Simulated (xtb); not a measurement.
xtb input (GFN1-xTB):

```bash
xtb mol.xyz --gfn 1 --opt tight --chrg 1 --uhf 0
```
mol.xyz:
```
4

F      1.35220294     0.02690012    -0.15770586
S     -0.03514699    -0.03522348     0.44455899
F     -0.65725713     1.17090359    -0.22593232
F     -0.63246229    -1.13518419    -0.40668892
```

End of the output:

```
         :::::::::::::::::::::::::::::::::::::::::::::::::::::
         ::                     SUMMARY                     ::
         :::::::::::::::::::::::::::::::::::::::::::::::::::::
         :: total energy             -18.424922632275 Eh    ::
         :: gradient norm              0.000014378753 Eh/a0 ::
         :: HOMO-LUMO gap              5.941288166038 eV    ::
         ::.................................................::
         :: SCC energy               -18.448190598384 Eh    ::
         :: -> electrostatic           0.209772208416 Eh    ::
         :: repulsion energy           0.023913554372 Eh    ::
         :: dispersion energy         -0.000645588263 Eh    ::
         :: halogen bond corr.         0.000000000000 Eh    ::
         :: add. restraining           0.000000000000 Eh    ::
         :: total charge               1.000000000000 e     ::
         :::::::::::::::::::::::::::::::::::::::::::::::::::::

           -------------------------------------------------
          |                Property Printout                |
           -------------------------------------------------

    * Orbital Energies and Occupations

         #    Occupation            Energy/Eh            Energy/eV
      -------------------------------------------------------------
         1        2.0000           -1.4535986             -39.5544
         2        2.0000           -1.2993747             -35.3578
         3        2.0000           -1.2993747             -35.3578
         4        2.0000           -1.2341414             -33.5827
         5        2.0000           -1.0423158             -28.3629
         6        2.0000           -1.0423158             -28.3629
         7        2.0000           -1.0386166             -28.2622
         8        2.0000           -0.9796253             -26.6570
         9        2.0000           -0.9796253             -26.6570
        10        2.0000           -0.9610373             -26.1512
        11        2.0000           -0.9610373             -26.1512
        12        2.0000           -0.9574886             -26.0546
        13        2.0000           -0.9252852             -25.1783 (HOMO)
        14                         -0.7069468             -19.2370 (LUMO)
        15                         -0.7069468             -19.2370
        16                         -0.5834589             -15.8767
        17                         -0.4904674             -13.3463
        18                         -0.4904674             -13.3463
        19                         -0.4827034             -13.1350
        20                          0.0123646               0.3365
        21                          0.0123646               0.3365
      -------------------------------------------------------------
                  HL-Gap            0.2183383 Eh            5.9413 eV
             Fermi-level           -0.8161160 Eh          -22.2076 eV

  Mulliken/CM5 charges         n(s)   n(p)   n(d)
     1F     0.10726  0.09860   1.792  5.101  0.000
     2S     0.67823  0.70420   1.894  2.745  0.682
     3F     0.10726  0.09860   1.792  5.101  0.000
     4F     0.10726  0.09860   1.792  5.101  0.000

Wiberg/Mayer (AO) data.
largest (>0.10) Wiberg bond orders for each atom

 ---------------------------------------------------------------------------
     #   Z sym  total        # sym  WBO       # sym  WBO       # sym  WBO
 ---------------------------------------------------------------------------
     1   9 F    1.575 --     2 S    1.388
     2  16 S    4.164 --     1 F    1.388     3 F    1.388     4 F    1.388
     3   9 F    1.575 --     2 S    1.388
     4   9 F    1.575 --     2 S    1.388
 ---------------------------------------------------------------------------

Topologies differ in total number of bonds
Note: The following floating-point exceptions are signalling: IEEE_DENORMAL
normal termination of xtb
Writing topology from bond orders to xtbtopo.mol

 dipole moment from electron density (au)
     X       Y       Z
  -0.0399  -0.0400   0.5050  total (Debye):    1.292

           -------------------------------------------------
          |                Geometry Summary                 |
           -------------------------------------------------

      molecular mass/u    :       89.0599969
   center of mass at/Å    :        0.0010947       0.0010971      -0.0138465
  moments of inertia/u·Å² :        0.6214199E+02   0.6214199E+02   0.1061967E+03
rotational constants/cm⁻¹ :        0.2712760E+00   0.2712760E+00   0.1587396E+00

 * 3 selected distances

     #   Z          #   Z                                           value/Å
     1   9 F        2  16 S                                       1.5178843 (min)
     2  16 S        3   9 F                                       1.5178843
     2  16 S        4   9 F                                       1.5178843 (max)

 * 1 distinct bonds (by element types)

   Z      Z             #   av. dist./Å        max./Å        min./Å
   9 F   16 S           3     1.5178843     1.5178843     1.5178843

optimized geometry written to: xtbopt.xyz

           -------------------------------------------------
          | TOTAL ENERGY              -18.424922632275 Eh   |
          | GRADIENT NORM               0.000014378753 Eh/α |
          | HOMO-LUMO GAP               5.941288166038 eV   |
           -------------------------------------------------

------------------------------------------------------------------------
------------------------------------------------------------------------
 total:
 SCF:
 ANC optimizer:
```

It need not be the lowest isomer of its formula.
